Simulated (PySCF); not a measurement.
C3H7NSi. Atoms are numbered in the order given.

```xyz
12

Si     1.7128    -0.1381    -0.0512
N      0.0105     0.1837     0.1304
C     -1.0178    -0.3726     0.9237
C     -2.0453    -0.0654     0.0978
C     -1.0462     0.5416    -0.8675
H      2.2970     0.9889    -0.8259
H      2.2975    -0.2093     1.3146
H      2.0541    -1.4088    -0.7647
H     -0.8842    -0.8527     1.8968
H     -3.1284    -0.1448     0.1255
H     -0.9228     0.0228    -1.8333
H     -1.1105     1.6297    -1.0325
```

Geometry: TPSSh-D3(BJ)/def2-SVP. The structure was generated by enumeration, and PubChem lists no compound with its InChIKey, so it may never have been made.

Level of theory: PySCF with PBE0/pcSseg-1.

GIAO shieldings, no solvent; atoms listed in one row are averaged. δ = σ(ref) − σ: ²⁹Si against TMS (σ = 352.7 ppm); ¹⁵N against NH3 (σ = 267.4 ppm); ¹³C against TMS (σ = 186.3 ppm); ¹H against TMS (σ = 31.56 ppm), references at their B3LYP-D3(BJ)/def2-TZVP geometries, non-relativistic.

```json
[
 {"nucleus": "²⁹Si", "atoms": "Si1", "count": "1", "δ (ppm)": "-58.3"},
 {"nucleus": "¹⁵N", "atoms": "N2", "count": "1", "δ (ppm)": "91.6"},
 {"nucleus": "¹³C", "atoms": "C3", "count": "1", "δ (ppm)": "155.9"},
 {"nucleus": "¹³C", "atoms": "C4", "count": "1", "δ (ppm)": "115.5"},
 {"nucleus": "¹³C", "atoms": "C5", "count": "1", "δ (ppm)": "64.1"},
 {"nucleus": "¹H", "atoms": "H9", "count": "1", "δ (ppm)": "6.84"},
 {"nucleus": "¹H", "atoms": "H10", "count": "1", "δ (ppm)": "5.83"},
 {"nucleus": "¹H", "atoms": "H6, H7, H8", "count": "3", "δ (ppm)": "4.90"},
 {"nucleus": "¹H", "atoms": "H12", "count": "1", "δ (ppm)": "4.63"},
 {"nucleus": "¹H", "atoms": "H11", "count": "1", "δ (ppm)": "4.50"}
]
```
